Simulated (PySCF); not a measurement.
CH₇AlGeO. Atoms are numbered in the order given.

```xyz
11

Al     1.2578    -0.0034    -0.2536
Ge    -0.7084     0.0392     1.2591
H     -0.7352    -1.1838     2.2091
H     -0.7107     1.2892     2.1735
H     -2.0599     0.0414     0.5049
H      2.7665     0.0174     0.2112
O      1.0194    -0.0605    -1.9365
C     -0.0249    -0.0956    -2.8642
H      0.0372    -1.0096    -3.4818
H     -1.0237    -0.0782    -2.3861
H      0.0365     0.7701    -3.5479
```
Charge 0, spin multiplicity 1.

Geometry: B3LYP-D3(BJ)/def2-SVP. The structure was generated by enumeration; whether it is a known compound was not checked. Other conformers were not sampled.

These are PBE/pcSseg-1 (PySCF) values and carry that method's errors.

GIAO shieldings, no solvent; atoms alike by connectivity are averaged. δ = σ(ref) − σ: ⁷³Ge against GeH4 (σ = 1614.4 ppm); ¹H against TMS (σ = 31.49 ppm); ¹⁷O against H2O (σ = 334.3 ppm); ¹³C against TMS (σ = 182.0 ppm), references at their B3LYP-D3(BJ)/def2-TZVP geometries, non-relativistic.

```csv
atoms,nucleus,count,δ (ppm)
Ge2,⁷³Ge,1,[?]
H6,¹H,1,5.37
"H9, H10, H11",¹H,3,4.60
"H3, H4, H5",¹H,3,[?]
O7,¹⁷O,1,[?]
C8,¹³C,1,60.4
```

Fill in the missing entries. (Estimate from the structure and the level; the computed values follow.)


- Ge2, δ (ppm): -110.5
- O7, δ (ppm): 138.9
- H3, H4, H5, δ (ppm): 3.45
